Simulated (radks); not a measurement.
These are the eigenvalues of the occupied orbitals of an atom or ion with whole-number occupations (hartree). All-electron calculation, scalar-relativistic Kohn-Sham, PBE, spin-polarised, spherical densities, point nucleus. Program: a radial shooting solver on a logarithmic mesh with Libxc functionals.

| orbital | eigenvalue |
|---|---|
| 1s down | -2969.726 |
| 1s up | -2969.726 |
| 2s up | -524.6221 |
| 2s down | -524.6193 |
| 2p up | -453.5672 |
| 2p down | -453.5650 |
| 3s up | -124.4335 |
| 3s down | -124.4325 |
| 3p up | -103.8284 |
| 3p down | -103.8273 |
| 3d up | -81.84234 |
| 3d down | -81.84035 |
| 4s up | -27.63430 |
| 4s down | -27.63165 |
| 4p up | -20.87925 |
| 4p down | -20.87680 |
| 4d up | -12.77576 |
| 4d down | -12.77293 |
| 5s up | -4.78629 |
| 5s down | -4.76809 |
| 4f up | -3.78078 |
| 4f down | -3.77672 |
| 5p up | -2.99832 |
| 5p down | -2.97583 |
| 5d up | -1.01636 |
| 5d down | -0.99163 |

Which element is it, and in what charge state? The configuration may be excited. Open shells, if any, are filled with parallel spins first.

Answer. Z = 79, gold, charge +2: Au2+ in [Xe] 4f14 5d9. The list shows which subshells hold electrons but not how many an open one holds; the 1s level, -2969.7 hartree, gives Z - s = 77.1 by -(Z - s)^2/2, which with screening and relativity narrows Z to a few neighbours, and the depths of the outer levels then fix element, charge and occupations together.
